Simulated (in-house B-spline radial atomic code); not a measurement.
Results of a calculation; reference values are marked as such.
## Softness against transferability: the 4d channel of Ru

Ru, [Kr] 4d7 5s1, non-relativistic PBE, spherical and spin-unpolarised, from an all-electron radial atomic-structure program (B-spline basis) (atomic units). The all-electron 4d level is ε = -0.203047 hartree, its outermost node lies just inside 0.49 bohr and its outer maximum at 1.21 bohr.

Troullier-Martins pseudo-orbitals are made for several radii. The cutoffs (hartree) are the plane-wave energies beyond which the orbital holds less than the named kinetic energy per electron. The phase error is the difference, pseudo minus all-electron, of arctan(R P'/P) at R = 1.99 bohr for all radii, half a hartree below and above the level.

```
r_c (bohr)  V_l(0) (hartree)  cutoff for 10 mEh  for 1 mEh  for 0.1 mEh  phase error at ε − 0.5 (mrad)  at ε + 0.5 (mrad)
      0.91            -42.36               75.9       95.2          133                           -0.9               -1.1
      1.05            -18.01               29.8       56.2         80.4                           -0.6               -0.6
      1.21            -11.56                 21       29.8         39.4                           -0.4               -0.4
      1.37            -10.38                 20       26.8         32.6                           -0.3               -0.3
      1.52             -9.99               19.5       25.6           31                           -0.1               -0.1
      1.69             -9.56               18.7       24.2         29.2                           +0.3               +0.2
```

(1) Which radius needs the lowest cutoff for 0.1 mEh while both phase errors stay within 0.5 mrad?

(2) What does the larger radius buy, and what does it cost?

Results:

(1) The radii within that limit are 1.21, 1.37, 1.52, 1.69 bohr; of these r_c = 1.69 needs the least, 29.2 hartree, that is 58.4 Ry or 795 eV.

(2) From r_c = 0.91 to 1.69 bohr the cutoff for 1 mEh goes from 95.2 to 24.2 hartree, a factor of 3.93, against 3.45 for a pure 1/r_c² scaling, end to end; step by step it is 95.2, 56.2, 29.8, 26.8, 25.6, 24.2, and for 0.1 mEh 133, 80.4, 39.4, 32.6, 31, 29.2; the number of plane waves goes as the cutoff to the power 3/2, here a factor of 7.8. The larger of the two phase errors is least at r_c = 1.52 bohr, 0.1 mrad; it is 1.1 at the smallest radius and 0.3 at the largest. These errors test the reference atom alone. The smallest radius lies well inside the outer maximum, where the nodeless form must bend sharply to keep the norm, so it is both harder and scatters less well than the next. Large radii also let the cores of neighbours overlap, which an atom doesn't show.
